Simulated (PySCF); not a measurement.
PySCF input (BP86/6-31G* with LANL2DZ past Ar (5d)):

```python
from pyscf import gto, dft

mol = gto.M(
    atom='''
    In    0.00000000    0.00000000    0.00000000
    O    -0.00000000   -0.00000000   -1.87774800
    O     0.00000000    0.00000000    1.87774800
    ''',
    basis={'default': '6-31g*', 'In': 'lanl2dz'},
    ecp={'In': 'lanl2dz'},
    charge=0,
    spin=1,
    symmetry='D2h',
    verbose=4,
)

mf = dft.UKS(mol, xc='bp86')
mf.grids.level = 3
mf.conv_tol = 1e-9
mf.max_cycle = 100
mf.max_memory = 1500
mf.kernel()
if not mf.converged:
    mf = mf.newton()
    mf.kernel(mf.make_rdm1())
mf.dip_moment()
```

Output:

```
PySCF version 2.14.0

[INPUT] verbose = 4
[INPUT] num. atoms = 3
[INPUT] num. electrons = 19
[INPUT] charge = 0
[INPUT] spin (= nelec alpha-beta = 2S) = 1
[INPUT] symmetry D2h subgroup None
[INPUT] Mole.unit = angstrom
[INPUT] Symbol           X                Y                Z      unit          X                Y                Z       unit  Magmom
[INPUT]  1 In     0.000000000000   0.000000000000   0.000000000000 AA    0.000000000000   0.000000000000   0.000000000000 Bohr   0.0
[INPUT]  2 O      0.000000000000   0.000000000000  -1.877748000000 AA    0.000000000000   0.000000000000  -3.548429450950 Bohr   0.0
[INPUT]  3 O      0.000000000000   0.000000000000   1.877748000000 AA    0.000000000000   0.000000000000   3.548429450950 Bohr   0.0

nuclear repulsion = 22.545185442136
point group symmetry = Dooh, use subgroup D2h
symmetry origin: [0. 0. 0.]
symmetry axis x: [1. 0. 0.]
symmetry axis y: [0. 1. 0.]
symmetry axis z: [0. 0. 1.]
num. orbitals of irrep Ag = 9
num. orbitals of irrep B1g = 1
num. orbitals of irrep B2g = 3
num. orbitals of irrep B3g = 3
num. orbitals of irrep Au = 1
num. orbitals of irrep B1u = 9
num. orbitals of irrep B2u = 5
num. orbitals of irrep B3u = 5
number of shells = 16
number of NR pGTOs = 66
number of NR cGTOs = 36
basis = {'default': '6-31g*', 'In': 'lanl2dz'}
ecp = {'In': 'lanl2dz'}

******** <class 'pyscf.dft.uks_symm.SymAdaptedUKS'> ********
method = SymAdaptedUKS
initial guess = minao
damping factor = 0
level_shift factor = 0
DIIS = <class 'pyscf.scf.diis.CDIIS'>
diis_start_cycle = 1
diis_space = 8
diis_damp = 0
SCF conv_tol = 1e-09
SCF conv_tol_grad = None
SCF max_cycles = 100
direct_scf = True
direct_scf_tol = 1e-13
number electrons alpha = 10  beta = 9
XC library pyscf.dft.libxc version 7.1.2
    S. Lehtola, C. Steigemann, M. J. T. Oliveira, and M. A. L. Marques,  SoftwareX 7, 1–5 (2018)
XC functionals = bp86
    A. D. Becke,  Phys. Rev. A 38, 3098 (1988)
    J. P. Perdew,  Phys. Rev. B 33, 8822 (1986)
    J. P. Perdew,  Phys. Rev. B 34, 7406–7406 (1986)
radial grids:
    Treutler-Ahlrichs [JCP 102, 346 (1995); DOI:10.1063/1.469408] (M4) radial grids

becke partition: Becke, JCP 88, 2547 (1988); DOI:10.1063/1.454033
pruning grids: <function nwchem_prune>
grids dens level: 3
symmetrized grids: D2h
atomic radii adjust function: <function treutler_atomic_radii_adjust>
small_rho_cutoff = 0
Freeze 0 electrons in irreps []
    19 free electrons in irreps Ag B1g B2g B3g Au B1u B2u B3u
Set gradient conv threshold to 3.16228e-05
tot grids = 50040
init E= -143.58107005807
alpha HOMO (B3g) = -0.342727464260502  LUMO (Ag) = -0.0534098811296815
beta  HOMO (B2g) = -0.342727464260502  LUMO (B3g) = -0.342727464260502

WARN: HOMO -0.342727464260502 >= LUMO -0.342727464260502

WARN: alpha-B2g HOMO -0.342727464260502 > system LUMO -0.342727464260502

WARN: alpha-B3g HOMO -0.342727464260502 > system LUMO -0.342727464260502

WARN: beta-B2g HOMO -0.342727464260502 > system LUMO -0.342727464260502

cycle= 1 E= -151.751940961259  delta_E= -8.17  |g|= 0.93  |ddm|=  1.7
alpha HOMO (B2g) = 0.0431586973498075  LUMO (B2u) = 0.0703063864789664
beta  HOMO (B2g) = 0.0523697521963735  LUMO (B3g) = 0.0535477864305769
  HOMO = 0.0523697521964  LUMO = 0.0535477864306  gap/eV = 0.03206
cycle= 2 E= -148.686214371719  delta_E= 3.07  |g|= 2.27  |ddm|= 2.75
alpha HOMO (B2g) = -0.271314565108073  LUMO (Ag) = -0.118064882781022
beta  HOMO (B2g) = -0.260560236828949  LUMO (B3g) = -0.252241789329635
  HOMO = -0.260560236829  LUMO = -0.25224178933  gap/eV = 0.22636
cycle= 3 E= -152.20867430316  delta_E= -3.52  |g|= 0.183  |ddm|= 2.31
alpha HOMO (B2g) = -0.238079240812519  LUMO (Ag) = -0.120208731027432
beta  HOMO (B2g) = -0.226472017856874  LUMO (B3g) = -0.217287757732015
  HOMO = -0.226472017857  LUMO = -0.217287757732  gap/eV = 0.24992
cycle= 4 E= -152.232973718715  delta_E= -0.0243  |g|= 0.0495  |ddm|= 0.276
alpha HOMO (B2g) = -0.244682961658065  LUMO (Ag) = -0.123383488425199
beta  HOMO (B2g) = -0.231896128253797  LUMO (B3g) = -0.222031677440791
  HOMO = -0.231896128254  LUMO = -0.222031677441  gap/eV = 0.26843
cycle= 5 E= -152.234273673631  delta_E= -0.0013  |g|= 0.0135  |ddm|= 0.0346
alpha HOMO (B2g) = -0.245733598937606  LUMO (Ag) = -0.12337879684655
beta  HOMO (B2g) = -0.232516712306047  LUMO (B3g) = -0.222462111276424
  HOMO = -0.232516712306  LUMO = -0.222462111276  gap/eV = 0.27360
cycle= 6 E= -152.234358942921  delta_E= -8.53e-05  |g|= 0.00571  |ddm|= 0.00895
alpha HOMO (B2g) = -0.246719542670251  LUMO (Ag) = -0.12376052815091
beta  HOMO (B2g) = -0.233103978342867  LUMO (B3g) = -0.222906408144615
  HOMO = -0.233103978343  LUMO = -0.222906408145  gap/eV = 0.27749
cycle= 7 E= -152.234376414153  delta_E= -1.75e-05  |g|= 0.000911  |ddm|= 0.0054
alpha HOMO (B2g) = -0.246847261780505  LUMO (Ag) = -0.123722710433869
beta  HOMO (B2g) = -0.233131541351564  LUMO (B3g) = -0.22292173581639
  HOMO = -0.233131541352  LUMO = -0.222921735816  gap/eV = 0.27782
cycle= 8 E= -152.23437698801  delta_E= -5.74e-07  |g|= 0.000206  |ddm|= 0.00146
alpha HOMO (B2g) = -0.246835352871917  LUMO (Ag) = -0.123713366128811
beta  HOMO (B2g) = -0.23310609028548  LUMO (B3g) = -0.222902755345129
  HOMO = -0.233106090285  LUMO = -0.222902755345  gap/eV = 0.27765
cycle= 9 E= -152.234377011878  delta_E= -2.39e-08  |g|= 2.92e-05  |ddm|= 0.000204
alpha HOMO (B2g) = -0.24683333785418  LUMO (Ag) = -0.123711196660489
beta  HOMO (B2g) = -0.23310134958903  LUMO (B3g) = -0.222898313887367
  HOMO = -0.233101349589  LUMO = -0.222898313887  gap/eV = 0.27764
cycle= 10 E= -152.234377012356  delta_E= -4.78e-10  |g|= 1.44e-06  |ddm|= 3.22e-05
alpha HOMO (B2g) = -0.246832771121507  LUMO (Ag) = -0.123710880740159
beta  HOMO (B2g) = -0.23310072413837  LUMO (B3g) = -0.222897573847576
  HOMO = -0.233100724138  LUMO = -0.222897573848  gap/eV = 0.27764
Extra cycle  E= -152.234377012347  delta_E= 8.92e-12  |g|= 4.59e-06  |ddm|= 4.94e-06
converged SCF energy = -152.234377012347  <S^2> = 0.7729529  2S+1 = 2.0228227
Dipole moment(X, Y, Z, Debye):  0.00000,  0.00000,  0.00000
```

The geometry given is a B3LYP-D3(BJ)/def2-TZVP minimum.
